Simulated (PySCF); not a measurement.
All of these have the formula C7H12Ge. Method used: TDDFT CAM-B3LYP/def2-SVPD, vertical, gas phase, core orbitals frozen in the response (PySCF). Geometries: PBE0-D3(BJ)/def2-SVP; one conformer of each isolated species. Triplets are in the Tamm–Dancoff approximation. Relativistic effects are left out although some hold elements past zinc.

A. `CC#C[C@@H]1CC[CH2][GeH2]1`
B. `CC#C[C@H]1C[CH2][GeH2][CH2]1`
C. `CCCC1=[CH][GeH2][CH]=C1`
D. `CC#[C][GeH]1[CH2]CC[CH2]1`

Lowest singlet levels (six at most, fewer where fewer were computed) with oscillator strengths:

1. 205 nm (f 0.003); 197 nm (f 0.008); 192 nm (f 0.049); 188 nm (f 0.006); 182 nm (f 0.014); 180 nm (f 0.033); T1 5.22 eV
2. 270 nm (f 0.051); 216 nm (f 0.000); 199 nm (f 0.005); 195 nm (f 0.001); 190 nm (f 0.008); 186 nm (f 0.102); T1 2.82 eV
3. 207 nm (f 0.000); 200 nm (f 0.014); 200 nm (f 0.008); 179 nm (f 0.010); 176 nm (f 0.010); 169 nm (f 0.005); T1 4.98 eV
4. 193 nm (f 0.001); 187 nm (f 0.011); 186 nm (f 0.001); 182 nm (f 0.010); 182 nm (f 0.015); 168 nm (f 0.001); T1 5.36 eV

**Question.** Match each spectrum to its molecule.

**Answer.** 1 = A, 2 = C, 3 = D, 4 = B.
- A: S1 at 6.06 eV, HOMO→LUMO (32%), HOMO→LUMO+4 (15%), HOMO→LUMO+2 (13%); Löwdin shares by element: HOMO carbon 69% or more, germanium 9% (atoms not listed hold the other 21%); LUMO germanium 27%, carbon 15% or more, hydrogen 6% or more (atoms not listed hold the other 53%); HOMO -7.88 and LUMO 1.09 eV.
- B: S1 at 6.43 eV, HOMO→LUMO+7 (15%), HOMO-1→LUMO+6 (14%), HOMO→LUMO (11%); Löwdin shares by element: HOMO carbon 82% or more (atoms not listed hold the other 18%); LUMO germanium 30%, carbon 11% or more, hydrogen 5% or more (atoms not listed hold the other 54%); HOMO -8.38 and LUMO 1.10 eV.
- C: S1 at 4.59 eV, HOMO→LUMO (97%); Löwdin shares by element: HOMO carbon 84% or more (atoms not listed hold the other 16%); LUMO carbon 72% or more (atoms not listed hold the other 28%); HOMO -7.84 and LUMO -0.15 eV.
- D: S1 at 5.98 eV, HOMO-1→LUMO+1 (45%), HOMO→LUMO+4 (10%); Löwdin shares by element: HOMO carbon 72% or more (atoms not listed hold the other 29%); LUMO germanium 25%, carbon 24% or more (atoms not listed hold the other 51%); HOMO -8.44 and LUMO 1.13 eV.
A and D have S1 within 0.09 eV of each other; their strongest listed levels stand at 6.45 eV (f 0.049) and 6.20 eV (f 0.014).
